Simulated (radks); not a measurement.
Problem. These are the eigenvalues of the occupied orbitals of an atom or ion with whole-number occupations (eV). Calculated with a radial shooting solver on a logarithmic mesh with Libxc functionals: non-relativistic Kohn-Sham, LB94 model potential, spin-polarised, spherical densities, point nucleus.

1s down: -38774.91
1s up: -38774.84
2s up: -6317.830
2s down: -6317.280
2p up: -5999.173
2p down: -5998.922
3s up: -1615.101
3s down: -1614.969
3p up: -1476.070
3p down: -1475.698
3d up: -1216.963
3d down: -1216.053
4s up: -556.1841
4s down: -553.4214
4p up: -503.1695
4p down: -500.4168
4d up: -409.3973
4d down: -406.7906

Which element is it, and in what charge state? The configuration may be excited. Open shells, if any, are filled with parallel spins first.

Solution. Z = 58, cerium, charge +15: Ce15+ in [Kr] 4d7. The list shows which subshells hold electrons but not how many an open one holds; the 1s level, -1425 hartree, gives Z - s = 53.4 by -(Z - s)^2/2, which with screening narrows Z to a few neighbours, and the depths of the outer levels then fix element, charge and occupations together.
